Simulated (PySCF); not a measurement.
C₃H₃FO₂, SMILES FC1=COCO1. Atoms are numbered in the order given.

```xyz
9

F     -0.0781    -2.0358     0.0000
C      0.0669    -0.7337     0.0000
C      1.1522     0.0393     0.0000
O      0.7517     1.3702     0.0000
C     -0.6695     1.3539     0.0000
O     -1.0877    -0.0151     0.0000
H      2.2127    -0.1855     0.0000
H     -1.0595     1.8551     0.9062
H     -1.0595     1.8551    -0.9062
```
Charge 0, spin multiplicity 1.

The structure is a stationary point at B3LYP-D3(BJ)/def2-SVP. A frequency run showed that this geometry is not a minimum. The values are those of a single conformer.

Two levels are set side by side: PBE/pcSseg-1 (PySCF) and HF/pcSseg-1 (PySCF). GIAO shifts against CFCl3 (¹⁹F), H2O (¹⁷O), TMS (¹H), TMS (¹³C) at the same level; non-relativistic, no solvent, atoms listed together averaged. Differences are taken from unrounded values.

```
quantity                   HF
---------------------  ------
δ(¹⁹F) of F1 (ppm)     -129.3
δ(¹³C) of C2 (ppm)      164.1
δ(¹³C) of C3 (ppm)      107.6
δ(¹⁷O) of O4 (ppm)       21.9
δ(¹³C) of C5 (ppm)       92.0
δ(¹⁷O) of O6 (ppm)       81.9
δ(¹H) of H7 (ppm)        6.67
δ(¹H) of H8, H9 (ppm)    5.75
```

**Question.** What does PBE give, and how far is it from HF? (An estimate is asked for; the answer gives what the named calculation found.)

**Answer.** 
```json
[
 {"quantity": "δ(¹⁹F) of F1 (ppm)", "PBE": "-188.0", "PBE minus HF": "-58.7"},
 {"quantity": "δ(¹³C) of C2 (ppm)", "PBE": "167.7", "PBE minus HF": "3.6"},
 {"quantity": "δ(¹³C) of C3 (ppm)", "PBE": "105.7", "PBE minus HF": "-1.9"},
 {"quantity": "δ(¹⁷O) of O4 (ppm)", "PBE": "77.4", "PBE minus HF": "55.5"},
 {"quantity": "δ(¹³C) of C5 (ppm)", "PBE": "110.8", "PBE minus HF": "18.9"},
 {"quantity": "δ(¹⁷O) of O6 (ppm)", "PBE": "134.2", "PBE minus HF": "52.3"},
 {"quantity": "δ(¹H) of H7 (ppm)", "PBE": "6.18", "PBE minus HF": "-0.49"},
 {"quantity": "δ(¹H) of H8, H9 (ppm)", "PBE": "6.60", "PBE minus HF": "0.85"}
]
```

Rough cost on one machine, each run with all the roots and properties that it gave: HF against PBE within a factor of 2.
